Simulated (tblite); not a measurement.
Compound: C₃H₈N₂Si.
SMILES with atom numbers: `[CH3:1][N:2]([CH3:3])[SiH2:4][C:5]#[N:6]` (hydrogens: H7, H8, H9 on C1; H10, H11, H12 on C3; H13, H14 on Si4)

Cartesian coordinates in Å at the GFN2-xTB level; atoms count from 1:
```xyz
14
C3H8N2Si angstrom
C     -0.836    1.251   -0.551
N     -0.421   -0.094   -0.234
C     -1.187   -0.660    0.850
Si     1.124   -0.698   -0.672
C      2.514   -0.123    0.457
N      3.328    0.254    1.171
H     -1.903    1.260   -0.789
H     -0.282    1.620   -1.411
H     -0.668    1.934    0.290
H     -2.251   -0.635    0.600
H     -0.890   -1.692    1.017
H     -1.042   -0.101    1.782
H      1.438   -0.165   -1.996
H      1.075   -2.152   -0.537
```

Method: GFN2-xTB as coded in tblite; computed harmonic values from a numerical Hessian at the method's own geometry, unscaled. Against measured fundamentals such values can be off by several per cent, at times by over 20. Modes of hydrogen on silicon can be 10 to 20 % off. One conformer, not necessarily the lowest.

Harmonic wavenumbers (cm⁻¹): 40.3, 78.4, 167.8, 194.1, 250.4, 271.9, 304.9, 327.0, 393.4, 519.8, 587.5, 627.7, 687.6, 721.9, 769.6, 1042.1, 1057.9, 1088.0, 1125.8, 1205.5, 1311.3, 1420.4, 1431.1, 1477.6, 1486.4, 1498.5, 1509.2, 2268.9, 2276.1, 2346.3, 2905.4, 2905.6, 2950.9, 2954.9, 3033.9, 3035.0.

A = 4770, B = 1613, C = 1606 MHz; mass 100.046 u (most abundant isotopes); point group Cs, symmetry number 1.

Q: Zero-point energy?

A: ½Σν̃ = 23137 cm⁻¹ = 276.77 kJ/mol.

Q: What is S at 500 K and 1 bar for an ideal gas of classical rigid rotors and harmonic oscillators?

A: Translation 177.04, rotation 122.16, vibration 161.36: S = 460.6 J/(mol K).

Q: And Cp and H(500 K) − H(0)?

A: Cp = 179.93 J/(mol K), of which vibrations give 146.67 (their classical limit is 36 R = 299.3); H(500 K) − H(0) = 57.04 kJ/mol without the zero-point energy, 40.41 from vibrations.

Q: What must be added to the electronic energy to get the Gibbs energy at 500 K and 1 bar?

A: ZPE + [H(500 K) − H(0)] − T·S = 276.77 + 57.04 − 230.28 = 103.53 kJ/mol.

Q: Which modes carry the vibrational entropy at 500 K?

A: 40.3 cm⁻¹: 26.23; 78.4 cm⁻¹: 20.71; 167.8 cm⁻¹: 14.45; 194.1 cm⁻¹: 13.26; 250.4 cm⁻¹: 11.22; 271.9 cm⁻¹: 10.56 J/(mol K); the other 30 give 64.92 together.

Q: How do the functions run with temperature in this model?

A: 
```json
{"T (K)": "150", "S (J/(mol K))": "306.1", "Cp (J/(mol K))": "87.9", "H − H(0) (kJ/mol)": "8.94", "G − H(0) (kJ/mol)": "-36.97", "ln q(vib)": "2.48"}
{"T (K)": "250", "S (J/(mol K))": "358.4", "Cp (J/(mol K))": "118.6", "H − H(0) (kJ/mol)": "19.31", "G − H(0) (kJ/mol)": "-70.29", "ln q(vib)": "4.60"}
{"T (K)": "298.15", "S (J/(mol K))": "380.5", "Cp (J/(mol K))": "131.9", "H − H(0) (kJ/mol)": "25.35", "G − H(0) (kJ/mol)": "-88.09", "ln q(vib)": "5.62"}
{"T (K)": "400", "S (J/(mol K))": "422.9", "Cp (J/(mol K))": "157.8", "H − H(0) (kJ/mol)": "40.12", "G − H(0) (kJ/mol)": "-129.04", "ln q(vib)": "7.71"}
{"T (K)": "600", "S (J/(mol K))": "495.1", "Cp (J/(mol K))": "199.0", "H − H(0) (kJ/mol)": "76.01", "G − H(0) (kJ/mol)": "-221.05", "ln q(vib)": "11.60"}
{"T (K)": "900", "S (J/(mol K))": "584.5", "Cp (J/(mol K))": "241.8", "H − H(0) (kJ/mol)": "142.61", "G − H(0) (kJ/mol)": "-383.46", "ln q(vib)": "16.91"}
```

q(vib) and H(0) count from the zero-point level.

Hindered rotation and anharmonicity are outside this model. Other conformers, if any are populated, would add a mixing term that is left out.
